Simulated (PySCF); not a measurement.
Cartesian coordinates (Å):
```xyz
5

Hf     0.0131     0.0246     0.0190
Cl     0.9150     1.7277     1.3348
H      1.3057    -1.2350    -0.3514
H     -0.6167     0.7217    -1.5660
H     -1.3787    -0.7888     0.9113
```
Charge 0, multiplicity 1.

What total energy, charge on the central atom (Mulliken) and dipole moment does TPSSh-D3(BJ)/def2-TZVP // r2SCAN-D4/def2-SVP (PySCF) give?


| Item | Value |
|---|---|
| total energy | -510.0745 Ha |
| charge on the central atom (Mulliken) | 0.91 e |
| dipole moment | 0.48 D |
